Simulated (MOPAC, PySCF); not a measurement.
C4H9B, SMILES `BC/C=C\C`, neutral singlet in the gas phase. 

Cartesian coordinates (Å):
SMILES: BC/C=C\C
```xyz
14

B     -1.4531     0.8350     0.1852
C     -1.2254    -0.5344    -0.5309
C      0.0085    -1.2814    -0.0931
C      1.1684    -0.7080     0.2075
C      1.4623     0.7603     0.1712
H     -1.8569     1.7927    -0.3985
H     -1.2821     0.9082     1.3618
H     -2.1095    -1.1272    -0.2490
H     -1.2663    -0.4660    -1.6218
H     -0.0538    -2.3633    -0.0428
H      1.9965    -1.3468     0.4979
H      0.6732     1.3387    -0.3206
H      2.3825     0.9555    -0.3829
H      1.5986     1.1646     1.1763
```
Charge 0, multiplicity 1.

All levels are single points at this geometry (M06-2X/def2-TZVP); Pople sets use spherical d functions. Orbital energies aren't observables, and empty levels follow the basis.

B3LYP/6-311+G** in PySCF gives HOMO (eV) = -6.84.

Task: Estimate the HOMO (eV) from each of these levels: M06-2X/def2-TZVP in PySCF; BP86/6-31G* in PySCF; HF/STO-3G in PySCF; PM6 in MOPAC; PM7 in MOPAC.

Result: 
```json
[
 {"level": "M06-2X/def2-TZVP in PySCF", "HOMO (eV)": "-8.24"},
 {"level": "BP86/6-31G* in PySCF", "HOMO (eV)": "-5.72"},
 {"level": "HF/STO-3G in PySCF", "HOMO (eV)": "-7.96"},
 {"level": "PM6 in MOPAC", "HOMO (eV)": "-9.56"},
 {"level": "PM7 in MOPAC", "HOMO (eV)": "-9.65"}
]
```
